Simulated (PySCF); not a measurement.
## Telling isomers of C4H7N3O2Si apart by NMR

Method: geometry from GFN2-xTB, GIAO PBE0/pcSseg-1 shieldings, in PySCF 2.14 (one averaged value for each set of equivalent atoms, a single conformation, no relativistic terms, in vacuum).

Referencing at the same level of theory: ¹H, ¹³C vs TMS. Where no couplings were computed, multiplicities follow the n + 1 count of equivalent neighbours, and m marks all less simple cases (inequivalent or close neighbours, rings, F or P nearby). Shifts are as computed. Against solution values, carbons near 30 ppm lie about +3 ppm off and those near 130 ppm about +5 ppm. Of 1309 compounds with measured shifts, 239 miss one by over three times the rms of a fit or turn the order of signals round; such compounds aren't used in these exercises. OH and NH positions are gas-phase values without hydrogen bonding to other molecules.

(1) Tabulate the signals of `Cc1ncnnc1O[SiH2]O`, `COc1ncnnc1O[SiH3]` and their relative energies.

(2) What is the quickest way to tell Cc1ncnnc1O[SiH2]O from COc1ncnnc1O[SiH3]?

## Answers

(1) 
| SMILES | carbon types | δC | δH | E rel. (kcal/mol) |
| --- | --- | --- | --- | --- |
| Cc1ncnnc1O[SiH2]O | 2×C 1×CH 1×CH3 | 171.9, 158.5, 158.2, 22.7 | 9.48 (s, 1H), 5.46 (s, 2H), 5.08 (br s, 1H), 2.71 (s, 3H) | 0.0 |
| COc1ncnnc1O[SiH3] | 2×C 1×CH 1×CH3 | 162.4, 160.8, 156.3, 55.7 | 9.06 (s, 1H), 5.19 (s, 3H), 4.23 (s, 3H) | 41.5 |

Energies are electronic energies at PBE0/pcSseg-1 on these geometries, without zero-point or thermal terms, each for the one conformer computed, which needn't be the lowest.

(2) Both give the same number of carbon signals, with the same numbers of each carbon type, so the positions decide. The first has a methyl carbon on an aromatic ring (CH3) at 22.7 ppm, the second a methyl carbon bonded to O (CH3) at 55.7 ppm. Their most deshielded carbons lie at 171.9 and 162.4 ppm. In the proton spectra the most deshielded non-exchanging signals are 9.48 (s, 1H) and 9.06 (s, 1H).
